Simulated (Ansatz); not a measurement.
A structure relaxed at PBE0-D4/def2-TZVP, charge 0, multiplicity 1:

```tsv
atom	x (Å)	y (Å)	z (Å)
B1	-1.8354	-1.2032	-0.7198
Ge2	0.1119	-0.6937	-1.1479
C3	0.6822	0.9643	-0.2552
Si4	0.7291	0.7848	1.6011
H5	-2.6165	-0.3805	-0.3430
H6	-2.2280	-2.3199	-0.8805
H7	1.1069	-1.8173	-0.7890
H8	0.2041	-0.4963	-2.6811
H9	-0.0230	1.7533	-0.5317
H10	1.6672	1.2550	-0.6295
H11	1.7694	-0.2029	1.9972
H12	1.0185	2.0736	2.2875
H13	-0.5864	0.2829	2.0920
```

Q: Give its formula and SMILES.

A: CH9BGeSi, `[BH2][GeH2][CH2][SiH3]`.

Q: Point group (tolerance 0.08 Å, 0.16 Å for H)?

A: C1.

Q: Summarise the bond lengths by kind.

A: 1 × B–Ge 2.058 Å; 2 × B–H 1.195 Å; 1 × C–Ge 1.968 Å; 2 × Ge–H 1.543 to 1.549 Å; 1 × C–Si 1.866 Å; 2 × C–H 1.093 to 1.094 Å; 3 × H–Si 1.488 to 1.491 Å.

Computed with Ansatz.
